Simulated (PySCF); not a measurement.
Ga(Cl)(OH)(NH2), SMILES [Cl][Ga]([NH2])[OH] (H3ClGaNO) (PBE0/def2-SVP optimised geometry):

```
7

Ga    -0.121     0.284     0.000
Cl    -1.164     2.163     0.000
O      1.653     0.284     0.000
H      2.039     1.166     0.000
N     -1.031    -1.258    -0.021
H     -0.582    -2.163     0.024
H     -2.039    -1.308     0.023
```

Method: PBE0/def2-TZVP run with PySCF 2.14.0.

Problem. What are the frontier orbital energies and the dipole moment?

Solution. HOMO-2 -8.99 eV, HOMO-1 -8.95 eV, HOMO -7.77 eV, LUMO -0.70 eV, LUMO+1 0.13 eV; dipole moment 1.24 D.

Meta-Löwdin charges at PBE0/def2-TZVP: Ga1 0.87, Cl2 -0.32, O3 -0.72, H4 0.35, N5 -0.68, H6 0.25, H7 0.25.
